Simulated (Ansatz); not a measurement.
Consider the formal exchange of groups at the Al–C bond: `[CH3][Al]([CH3])[TeH]` + `CC1CO1` → `[CH3][AlH][TeH]` + `C[C@@H]1O[C@H]1C`.

Isolated molecules relaxed with PBE0-D4/def2-TZVP in Ansatz; ΔE leaves out vibrations. CBS: MP2 limit from def2 TZ/QZ plus the TZ coupled-cluster correction, frozen cores. Functionals use def2-TZVPP. B3LYP here is the variant with VWN-RPA as its local correlation; programs differ in this. Elements past krypton have def2 core potentials. For Te outer-core shells are correlated without core-valence functions, which leaves a few kJ/mol of doubt a bond.

```tsv
level	ΔE (kJ/mol)
B3LYP-D4	26.9
ωB97X-V	23.3
ωB97M-V	27.1
PBE0	25.9
HF/def2-TZVPP	18.7
SCS-MP2/def2-TZVPP	24.8
CCSD(T)/def2-TZVPP	25.3
HF/CBS(def2)	18.8
```

(1) What does CCSD(T)/CBS give? (An estimate is asked.)

Largest T1 diagnostic among the species: 0.011.

Results:

(1) Computed: +27.7 kJ/mol. The listed levels differ from it by -0.8, -4.4, -0.6, -1.8, -9.0, -2.9, -2.4, -8.9 kJ/mol.

In def2-TZVPP, CCSD(T) changes the Hartree–Fock value by +6.6 kJ/mol (the triples alone add +0.6 kJ/mol) and MP2 by +8.9 kJ/mol.
